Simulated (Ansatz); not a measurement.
Relaxation of Al₉N₈H₂₄⁻, a nanocrystal cut from zinc blende AlN (hydrogen-capped) with RKS PBE-D4/def2-SVP.

```sh
$ ansatz run in.yaml --threads 2 --pin off --events-out ev --progress --plain --max-ram 32768MiB --backend cuda --devices 0, --max-vram 18GiB
```

```yaml
crystal:
  periodic: [false, false, false]
  atoms:
    - {symbol: N, position_ang: [-1.843460, -1.471660, 2.528810]}
    - {symbol: N, position_ang: [1.120930, -2.207290, -0.112420]}
    - {symbol: N, position_ang: [-1.459750, 2.087520, -1.869690]}
    - {symbol: N, position_ang: [1.049590, 0.151460, -2.158650]}
    - {symbol: N, position_ang: [-1.130800, -0.336930, -0.128340]}
    - {symbol: N, position_ang: [0.895930, -0.238080, 2.172630]}
    - {symbol: N, position_ang: [0.843700, 2.055330, 0.188230]}
    - {symbol: N, position_ang: [3.050080, -0.030700, 0.095320]}
    - {symbol: Al, position_ang: [-2.275860, -1.600720, 0.615030]}
    - {symbol: Al, position_ang: [-2.457880, 0.806790, -0.851330]}
    - {symbol: Al, position_ang: [-0.068250, -1.204760, -1.378160]}
    - {symbol: Al, position_ang: [-0.036330, -1.566700, 3.131740]}
    - {symbol: Al, position_ang: [2.099820, -1.283420, 1.205250]}
    - {symbol: Al, position_ang: [-0.491930, 0.950510, -3.040410]}
    - {symbol: Al, position_ang: [-0.061500, 3.097630, -1.141460]}
    - {symbol: Al, position_ang: [2.045510, 1.260800, -1.030700]}
    - {symbol: Al, position_ang: [-0.295480, 0.816300, 1.066690]}
    - {symbol: H, position_ang: [-2.093550, -0.481430, 2.665350]}
    - {symbol: H, position_ang: [-2.514780, -2.011430, 3.074480]}
    - {symbol: H, position_ang: [1.556180, -2.990240, -0.600180]}
    - {symbol: H, position_ang: [0.300730, -2.603160, 0.366730]}
    - {symbol: H, position_ang: [-2.129810, 2.683750, -2.361140]}
    - {symbol: H, position_ang: [1.593310, -0.229890, -2.938500]}
    - {symbol: H, position_ang: [1.330040, 0.424870, 2.819860]}
    - {symbol: H, position_ang: [1.240410, 2.698350, 0.880120]}
    - {symbol: H, position_ang: [3.644540, -0.545600, -0.553120]}
    - {symbol: H, position_ang: [3.692250, 0.541080, 0.643900]}
    - {symbol: H, position_ang: [-1.874940, -3.079530, 0.196010]}
    - {symbol: H, position_ang: [-3.801500, -1.227410, 0.649000]}
    - {symbol: H, position_ang: [-3.447190, 0.063550, -1.832880]}
    - {symbol: H, position_ang: [-3.126970, 1.600450, 0.349530]}
    - {symbol: H, position_ang: [-0.390150, -2.466360, -2.225270]}
    - {symbol: H, position_ang: [0.543500, -2.991870, 2.729450]}
    - {symbol: H, position_ang: [-0.051680, -1.180660, 4.654590]}
    - {symbol: H, position_ang: [3.201800, -2.028380, 1.987040]}
    - {symbol: H, position_ang: [-1.312480, -0.398260, -3.305720]}
    - {symbol: H, position_ang: [-0.044860, 1.696610, -4.346050]}
    - {symbol: H, position_ang: [1.078380, 3.199320, -2.286230]}
    - {symbol: H, position_ang: [-0.546030, 4.435580, -0.487440]}
    - {symbol: H, position_ang: [3.302510, 2.024170, -1.526770]}
    - {symbol: H, position_ang: [-1.134040, 1.580420, 2.154710]}
basis:
  gaussian: {orbitals: def2-SVP}
total_charge: -1
hamiltonian: {xc: pbe, dispersion: d4}
scf: {lower_state_search: "off"}
output: {orbitals: {seedname: orbitals}}
relax: {f_tol: 0.03, max_steps: 70}
```

It took 63 s on 2 threads of AMD EPYC 7R13 on a shared host and a share (18 GiB) of an NVIDIA H100 80GB HBM3, peak host memory 1.1 GiB.

Positions (Å) and forces (eV/Å) at steps 1, 2, 3, 4, 5, 6 of 16:

```xyz
41
step=1 energy=-71630.5815 eV
N    -1.843   -1.472    2.529    0.070    0.399   -0.460
N     1.121   -2.207   -0.112   -0.359    0.468    0.153
N    -1.460    2.088   -1.870    0.408   -0.597    0.129
N     1.050    0.151   -2.159   -0.532    0.143    0.394
N    -1.131   -0.337   -0.128    0.279    0.260   -0.286
N     0.896   -0.238    2.173   -0.150   -0.165   -0.569
N     0.844    2.055    0.188   -0.270   -0.524   -0.386
N     3.050   -0.031    0.095   -0.519    0.027   -0.060
Al   -2.276   -1.601    0.615   -0.342   -0.801    0.657
Al   -2.458    0.807   -0.851   -1.088    0.643   -0.274
Al   -0.068   -1.205   -1.378    0.775   -0.364   -0.274
Al   -0.036   -1.567    3.132   -0.234   -0.185    0.803
Al    2.100   -1.283    1.205    0.440    0.350   -0.305
Al   -0.492    0.951   -3.040    0.084    0.364   -1.192
Al   -0.061    3.098   -1.141   -0.253    1.024    0.231
Al    2.046    1.261   -1.031    0.570   -0.172    0.233
Al   -0.295    0.816    1.067    0.529    0.227    0.709
H    -2.094   -0.481    2.665   -0.312    0.247    0.376
H    -2.515   -2.011    3.074   -0.209   -0.187    0.231
H     1.556   -2.990   -0.600    0.129   -0.249   -0.076
H     0.301   -2.603    0.367   -0.097   -0.730    0.185
H    -2.130    2.684   -2.361   -0.106    0.189   -0.210
H     1.593   -0.230   -2.938    0.195   -0.023   -0.198
H     1.330    0.425    2.820    0.117    0.076    0.224
H     1.240    2.698    0.880    0.097    0.108    0.074
H     3.645   -0.546   -0.553    0.439   -0.184   -0.272
H     3.692    0.541    0.644    0.381    0.165    0.210
H    -1.875   -3.080    0.196    0.218   -0.396   -0.169
H    -3.801   -1.227    0.649   -0.536    0.139   -0.171
H    -3.447    0.064   -1.833   -0.338   -0.246   -0.266
H    -3.127    1.600    0.350   -0.199    0.201    0.386
H    -0.390   -2.466   -2.225   -0.264   -0.487   -0.509
H     0.543   -2.992    2.729    0.202   -0.344   -0.216
H    -0.052   -1.181    4.655    0.091    0.048    0.700
H     3.202   -2.028    1.987    0.622   -0.574    0.530
H    -1.312   -0.398   -3.306   -0.193   -0.319    0.237
H    -0.045    1.697   -4.346    0.141    0.219   -0.615
H     1.078    3.199   -2.286    0.188   -0.138   -0.097
H    -0.546    4.436   -0.487   -0.144    0.675    0.183
H     3.303    2.024   -1.527    0.597    0.510   -0.402
H    -1.134    1.580    2.155   -0.426    0.204    0.363
41
step=2 energy=-71631.5111 eV
N    -1.868   -1.432    2.592   -0.191    0.332    0.009
N     1.125   -2.234   -0.087   -0.389   -0.153    0.037
N    -1.423    2.078   -1.915   -0.010    0.064   -0.014
N     1.023    0.190   -2.168    0.101   -0.018   -0.006
N    -1.166   -0.320   -0.153    0.069   -0.022    0.067
N     0.893   -0.307    2.179    0.030    0.179   -0.164
N     0.819    2.031    0.143   -0.111   -0.107    0.219
N     3.085   -0.041    0.083   -0.135    0.061   -0.071
Al   -2.287   -1.610    0.662   -0.129   -0.278    0.111
Al   -2.518    0.849   -0.887   -0.362    0.081   -0.192
Al   -0.055   -1.218   -1.383    0.018    0.003   -0.154
Al   -0.061   -1.568    3.251    0.078   -0.264    0.180
Al    2.156   -1.312    1.214    0.077    0.042    0.023
Al   -0.460    1.004   -3.176   -0.068   -0.126   -0.054
Al   -0.107    3.183   -1.114    0.034    0.086   -0.079
Al    2.091    1.273   -1.052   -0.030    0.135   -0.067
Al   -0.294    0.794    1.089    0.073   -0.012    0.138
H    -2.170   -0.459    2.795   -0.100   -0.115    0.083
H    -2.525   -2.030    3.109   -0.065   -0.060    0.087
H     1.615   -2.961   -0.626    0.029   -0.016    0.018
H     0.365   -2.759    0.405    0.278   -0.046   -0.146
H    -2.091    2.684   -2.409   -0.108    0.145   -0.166
H     1.586   -0.201   -2.935    0.167   -0.096   -0.091
H     1.331    0.368    2.819    0.114    0.080    0.134
H     1.224    2.663    0.845    0.139    0.086    0.108
H     3.698   -0.550   -0.566    0.201   -0.043   -0.070
H     3.733    0.529    0.640    0.194    0.034    0.078
H    -1.825   -3.094    0.210    0.071   -0.122    0.083
H    -3.847   -1.239    0.597   -0.109   -0.047   -0.011
H    -3.530    0.073   -1.866   -0.130    0.034   -0.081
H    -3.179    1.640    0.358   -0.056    0.128    0.043
H    -0.433   -2.462   -2.306    0.024   -0.131   -0.100
H     0.536   -2.995    2.765   -0.035   -0.149    0.040
H    -0.019   -1.210    4.818    0.034    0.010    0.123
H     3.258   -2.117    2.033    0.180   -0.132    0.103
H    -1.303   -0.394   -3.262   -0.060    0.060   -0.092
H    -0.023    1.724   -4.539    0.028    0.011   -0.146
H     1.080    3.192   -2.243    0.069    0.129   -0.097
H    -0.576    4.581   -0.486   -0.027    0.122    0.038
H     3.335    2.103   -1.614    0.164    0.057   -0.053
H    -1.191    1.555    2.183   -0.058    0.056    0.129
41
step=3 energy=-71631.6783 eV
N    -1.907   -1.432    2.670   -0.177    0.312    0.099
N     1.137   -2.237   -0.111   -0.220   -0.419    0.098
N    -1.418    2.102   -1.969    0.067    0.042   -0.020
N     1.032    0.193   -2.181    0.000   -0.031   -0.101
N    -1.210   -0.315   -0.149    0.009   -0.077   -0.020
N     0.894   -0.333    2.194    0.056    0.027   -0.090
N     0.806    2.029    0.150   -0.013    0.001    0.024
N     3.110   -0.027    0.074   -0.028   -0.012    0.002
Al   -2.303   -1.630    0.724   -0.053   -0.088   -0.030
Al   -2.556    0.884   -0.937   -0.128    0.049   -0.013
Al   -0.071   -1.208   -1.389   -0.056   -0.074    0.025
Al   -0.072   -1.596    3.301    0.074   -0.186    0.037
Al    2.175   -1.315    1.205    0.065    0.005    0.041
Al   -0.449    1.005   -3.228   -0.095   -0.066   -0.030
Al   -0.102    3.207   -1.130   -0.025    0.054   -0.093
Al    2.096    1.291   -1.058    0.032    0.073   -0.029
Al   -0.303    0.781    1.110   -0.110    0.031    0.046
H    -2.250   -0.480    2.918    0.048   -0.223   -0.025
H    -2.539   -2.075    3.172    0.067    0.019   -0.040
H     1.676   -2.899   -0.697   -0.076    0.153    0.113
H     0.440   -2.862    0.367    0.293    0.281   -0.224
H    -2.067    2.718   -2.487    0.026   -0.007   -0.024
H     1.620   -0.220   -2.926   -0.003   -0.007    0.048
H     1.342    0.339    2.838    0.020   -0.018    0.034
H     1.227    2.654    0.855    0.036    0.017   -0.013
H     3.741   -0.528   -0.572    0.029    0.025    0.025
H     3.762    0.536    0.643    0.030   -0.018   -0.007
H    -1.796   -3.134    0.341    0.028    0.046    0.062
H    -3.887   -1.310    0.635    0.039   -0.055   -0.025
H    -3.611    0.154   -1.927    0.032    0.037    0.037
H    -3.219    1.730    0.288    0.038    0.009   -0.026
H    -0.420   -2.466   -2.331    0.008    0.052    0.013
H     0.476   -3.065    2.839   -0.071    0.053    0.026
H     0.004   -1.244    4.882    0.032    0.030   -0.049
H     3.296   -2.142    2.022   -0.034    0.011   -0.034
H    -1.343   -0.366   -3.343    0.059    0.068    0.012
H    -0.011    1.694   -4.622    0.038   -0.014    0.037
H     1.092    3.285   -2.271   -0.015   -0.015    0.098
H    -0.568    4.623   -0.506   -0.011   -0.047    0.022
H     3.365    2.117   -1.624   -0.048   -0.025    0.016
H    -1.193    1.540    2.232    0.036   -0.013   -0.022
41
step=4 energy=-71631.7074 eV
N    -1.918   -1.418    2.688   -0.119    0.156    0.061
N     1.140   -2.236   -0.119   -0.078   -0.223    0.017
N    -1.410    2.106   -1.988    0.040    0.027   -0.049
N     1.027    0.183   -2.184    0.011   -0.002   -0.036
N    -1.230   -0.317   -0.149   -0.030   -0.036   -0.026
N     0.895   -0.338    2.185    0.041   -0.033   -0.043
N     0.797    2.028    0.150   -0.029   -0.039    0.036
N     3.114   -0.019    0.069    0.008   -0.036    0.024
Al   -2.309   -1.639    0.740    0.014    0.003   -0.027
Al   -2.566    0.906   -0.946    0.011    0.000    0.009
Al   -0.086   -1.212   -1.386   -0.005    0.007    0.045
Al   -0.072   -1.604    3.299    0.025   -0.041   -0.002
Al    2.182   -1.314    1.196    0.001    0.056   -0.012
Al   -0.446    0.997   -3.241   -0.003   -0.042    0.030
Al   -0.109    3.214   -1.128    0.016   -0.022   -0.013
Al    2.087    1.294   -1.064   -0.016    0.053   -0.012
Al   -0.316    0.779    1.113   -0.018    0.020    0.012
H    -2.275   -0.481    2.956    0.050   -0.107   -0.024
H    -2.535   -2.081    3.184    0.048    0.005   -0.030
H     1.690   -2.877   -0.714   -0.035    0.091    0.049
H     0.462   -2.878    0.349    0.104    0.146   -0.080
H    -2.048    2.724   -2.518    0.019   -0.025    0.006
H     1.622   -0.244   -2.916   -0.026    0.010    0.044
H     1.344    0.327    2.835   -0.012   -0.029    0.008
H     1.227    2.652    0.853    0.004   -0.007   -0.023
H     3.756   -0.513   -0.573   -0.005    0.026    0.017
H     3.762    0.545    0.643   -0.007   -0.009   -0.013
H    -1.760   -3.140    0.404    0.016    0.036    0.022
H    -3.898   -1.361    0.625    0.030   -0.044   -0.012
H    -3.629    0.189   -1.932    0.014    0.021    0.024
H    -3.207    1.776    0.274    0.032   -0.010   -0.016
H    -0.435   -2.461   -2.339   -0.006    0.019    0.031
H     0.436   -3.085    2.842   -0.039    0.038    0.019
H     0.033   -1.229    4.872    0.022    0.006   -0.031
H     3.301   -2.150    2.007   -0.034    0.008   -0.022
H    -1.334   -0.369   -3.351   -0.017    0.036   -0.016
H     0.025    1.679   -4.628    0.008   -0.003    0.032
H     1.115    3.291   -2.231   -0.024    0.021    0.018
H    -0.590    4.616   -0.485   -0.013   -0.035   -0.007
H     3.352    2.120   -1.633   -0.020   -0.024    0.009
H    -1.195    1.541    2.240    0.024   -0.018   -0.019
41
step=5 energy=-71631.7254 eV
N    -1.948   -1.361    2.714    0.079    0.032   -0.086
N     1.130   -2.253   -0.134    0.009    0.104   -0.006
N    -1.391    2.093   -2.018   -0.008    0.007    0.041
N     1.021    0.171   -2.192   -0.044   -0.016    0.041
N    -1.238   -0.322   -0.148    0.030    0.096    0.130
N     0.897   -0.361    2.169   -0.025    0.070   -0.008
N     0.786    2.011    0.147    0.013    0.039   -0.025
N     3.107   -0.008    0.074    0.031    0.020   -0.045
Al   -2.281   -1.657    0.761    0.056   -0.073   -0.023
Al   -2.543    0.921   -0.940   -0.026   -0.009   -0.041
Al   -0.093   -1.210   -1.371    0.080   -0.079    0.004
Al   -0.088   -1.606    3.289   -0.002   -0.055   -0.006
Al    2.178   -1.318    1.171   -0.015   -0.157   -0.014
Al   -0.429    0.992   -3.271   -0.027   -0.059   -0.061
Al   -0.124    3.207   -1.123    0.009    0.038   -0.002
Al    2.075    1.293   -1.073   -0.005   -0.047   -0.021
Al   -0.314    0.773    1.120   -0.090   -0.048   -0.008
H    -2.274   -0.411    2.963   -0.044   -0.053    0.037
H    -2.568   -2.019    3.209    0.000    0.066    0.018
H     1.669   -2.899   -0.729   -0.018   -0.006    0.024
H     0.422   -2.862    0.328    0.064   -0.009    0.005
H    -2.035    2.704   -2.549    0.007   -0.007   -0.002
H     1.623   -0.264   -2.912   -0.010   -0.010    0.010
H     1.355    0.293    2.826   -0.027   -0.024    0.007
H     1.232    2.636    0.838   -0.016    0.021    0.008
H     3.789   -0.465   -0.553   -0.021    0.003    0.027
H     3.712    0.576    0.674    0.014   -0.001    0.000
H    -1.602   -3.126    0.526   -0.018    0.023   -0.012
H    -3.876   -1.542    0.550    0.003    0.012    0.035
H    -3.647    0.227   -1.893    0.007    0.018    0.013
H    -3.120    1.804    0.301   -0.001    0.008   -0.016
H    -0.526   -2.447   -2.296    0.003    0.009   -0.044
H     0.348   -3.100    2.820   -0.009    0.013    0.044
H     0.096   -1.228    4.852   -0.027    0.013    0.002
H     3.283   -2.167    1.983    0.003    0.002   -0.017
H    -1.343   -0.346   -3.460    0.006    0.046   -0.017
H     0.102    1.704   -4.618    0.014    0.020    0.000
H     1.114    3.348   -2.198   -0.005    0.005    0.012
H    -0.660    4.572   -0.451   -0.005   -0.002    0.002
H     3.340    2.112   -1.642   -0.007   -0.001   -0.012
H    -1.179    1.531    2.257    0.021   -0.009    0.007
41
step=6 energy=-71631.7353 eV
N    -1.942   -1.351    2.710    0.094   -0.096   -0.068
N     1.140   -2.254   -0.136   -0.021    0.072   -0.040
N    -1.386    2.093   -2.023   -0.007   -0.016    0.036
N     1.010    0.165   -2.189   -0.041   -0.042    0.008
N    -1.237   -0.321   -0.144    0.002    0.008    0.043
N     0.897   -0.367    2.168    0.023   -0.013   -0.008
N     0.779    2.012    0.148    0.028    0.009   -0.008
N     3.105   -0.012    0.073    0.028    0.019   -0.015
Al   -2.269   -1.668    0.760   -0.034    0.030    0.023
Al   -2.540    0.921   -0.947    0.007    0.033   -0.016
Al   -0.094   -1.219   -1.366    0.077    0.010    0.039
Al   -0.088   -1.606    3.298   -0.043    0.026    0.027
Al    2.182   -1.326    1.173   -0.004   -0.021   -0.008
Al   -0.429    0.990   -3.281   -0.029    0.004   -0.035
Al   -0.128    3.212   -1.122   -0.009    0.016   -0.014
Al    2.065    1.287   -1.072   -0.004   -0.025    0.004
Al   -0.318    0.771    1.125   -0.040   -0.019   -0.029
H    -2.273   -0.404    2.959   -0.029    0.007    0.011
H    -2.563   -2.006    3.208   -0.023    0.029    0.025
H     1.685   -2.890   -0.735    0.012   -0.031   -0.004
H     0.446   -2.875    0.326   -0.003   -0.046    0.026
H    -2.029    2.702   -2.557   -0.008   -0.005   -0.002
H     1.614   -0.275   -2.904    0.008   -0.005   -0.006
H     1.353    0.284    2.829   -0.011   -0.009    0.009
H     1.225    2.639    0.838   -0.009    0.011    0.004
H     3.786   -0.470   -0.556   -0.016    0.002    0.011
H     3.714    0.571    0.670   -0.004    0.000   -0.009
H    -1.590   -3.134    0.514   -0.010    0.028    0.002
H    -3.869   -1.548    0.576    0.017   -0.013   -0.002
H    -3.651    0.237   -1.896    0.003   -0.013    0.007
H    -3.114    1.818    0.285    0.003   -0.001    0.011
H    -0.528   -2.440   -2.314    0.003    0.013   -0.004
H     0.337   -3.112    2.869    0.005    0.006    0.005
H     0.076   -1.202    4.858   -0.003    0.008   -0.001
H     3.290   -2.179    1.974   -0.002   -0.004   -0.002
H    -1.366   -0.325   -3.493    0.022    0.014   -0.031
H     0.122    1.720   -4.612    0.017    0.001    0.002
H     1.113    3.365   -2.189    0.000    0.011    0.010
H    -0.677    4.570   -0.446   -0.002   -0.001    0.006
H     3.325    2.104   -1.653    0.000   -0.004   -0.007
H    -1.171    1.522    2.274    0.004    0.005    0.001
```
